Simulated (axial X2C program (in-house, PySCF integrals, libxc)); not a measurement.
## Density and ELF of HfSe⁺

All values were computed with an axial X2C code built on PySCF integrals. Two-component (2c) means X2C with spin–orbit coupling and atomic mean-field two-electron Coulomb and Gaunt terms. Basis: Hf dyall-cv3z [13s14p9d7f4g], Se dyall-cv3z [8s9p6d4f1g] (cores contracted in-house); Gaussian nuclei, density fitting, unrestricted open shells. Masses: Hf 179.947 u, Se 79.917 u.

PBE0, two-component, state Ω = 1/2 (⟨Sz⟩ = 0.50, ⟨Lz⟩ = 0.00 at PBE0); Hf at z = 0, Se at z = 2.248 Å.

The maps cover the half plane through the axis: z from -2.4 to 4.5 Å along the bond, ρ from 0.15 to 2.25 Å away from it (steps of 0.3 Å, the bottom row nearest the axis).

log10 of the density in e/bohr³:

digits 0 to 9 span -4.65 to 1.78 evenly
```
001122222222222222211000
011222333333333333222110
112223333333334433332210
112233444444444444433211
122334455544455555443321
123344566655555555544321
123345677765556776554322
223445789876567997654332
```

Electron localisation function (collinear form, no current term, damped to 0 at low density):

digits 0 to 9 span 0.00 to 1.00 evenly
```
000024443321111110000000
000245544322333332210000
001244433223555555431000
001222221114677777654200
001111122113777777876310
001112355522675336887520
001124543442651442688631
001125552543534553488641
```

Axial spin density in 10⁻³ e/bohr³:

digits 0 to 9 span -3.74 to 3.74 evenly, values beyond are clipped
```
555555666655555544444555
555556788766555444444455
555567999986554444444445
555679999997544444444445
555679999997543223444444
555567999997542112344444
555569990599974442344444
555579920199995605444444
```

Occupations by symmetry block were frozen at the best pattern of an incomplete PBE0 search. Density functionals use the spin component along the axis (collinear). The determinant is spin-polarised beyond a pure state at some levels (its spin-free form has ⟨S²⟩ too high), which makes Re and μ there less reliable.
